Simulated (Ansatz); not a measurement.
Correlation energies of CH8AlBOSi by basis set

```xyz
13

B     1.833    0.259   -0.328
C     0.739    0.074    0.695
Al   -0.339   -1.440   -0.247
Si   -0.723    1.142    0.530
O    -1.693   -0.029   -0.311
H     2.942   -0.162   -0.152
H     1.593    0.800   -1.376
H     1.008   -0.272    1.692
H    -0.851   -2.545    0.769
H     0.003   -1.807   -1.754
H    -1.450    1.509    1.771
H    -0.648    2.313   -0.375
H    -2.414    0.159   -0.914
```

Total charge 0; spin multiplicity 1. The bonds changed during the relaxation, so this is another structure than the one it started from. The geometry is a stationary point of PBE0-D4/def2-TZVP. It is one conformer, not always the lowest. Frozen core, restricted reference, Ansatz 0.2.0. CBS rows extrapolate triple and quadruple zeta; past MP2 they add the triple-zeta difference.

```
     basis     HF (Eh)  MP2 corr.
  def2-SVP  -672.70541   -0.58291
def2-TZVPP  -673.06137   -0.72810
def2-QZVPP  -673.08479   -0.78051
```

**Question.** Estimate the CCSD correlation energy and the (T) correction in each basis where they were run (hartree).

**Answer.** 
```
     basis  CCSD corr.       (T)
  def2-SVP    -0.64323  -0.01743
def2-TZVPP    -0.78195  -0.02896
 CBS(def2)    -0.87318     as TZ
```
